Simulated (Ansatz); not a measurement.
Reaction (formal exchange of groups at a Ge–Sb bond): `[NH2][GeH]([OH])[SbH2]` + `CCl` → `[NH2][GeH]([OH])[CH2]Cl` + stibine

Calculated with Ansatz (gas phase, PBE0-D4/def2-TZVP geometries, no zero-point term in ΔE). CCSD(T)/CBS adds triple-zeta CCSD(T) − MP2 to the extrapolated MP2 energy (def2 sets, frozen cores). This one scheme is used for every species. DFT in def2-TZVPP. def2 core potentials past Kr. For Ge, Sb outer-core shells are correlated without core-valence functions, which leaves a few kJ/mol of doubt a bond. Scalar relativity is left out up to krypton. One conformer a species, not always the lowest.

| species | PBE-D4 energy (Eh) |
| --- | --- |
| `[NH2][GeH]([OH])[SbH2]` | -2450.48005 |
| `CCl` | -499.89267 |
| `[NH2][GeH]([OH])[CH2]Cl` | -2708.33180 |
| `[SbH3]` | -242.01746 |

(1) Work out ΔE.

Largest T1 diagnostic among the species: 0.014.

Answers

(1) ΔE = (-2708.33180) + (-242.01746) − (-2450.48005) − (-499.89267) = 0.02346 Eh = +14.7 kcal/mol. CCSD(T)/CBS gives +12.5 kcal/mol.

From PBE to PBE0 (25 % exact exchange), in def2-TZVPP and without D4, ΔE moves by −0.8 kcal/mol.
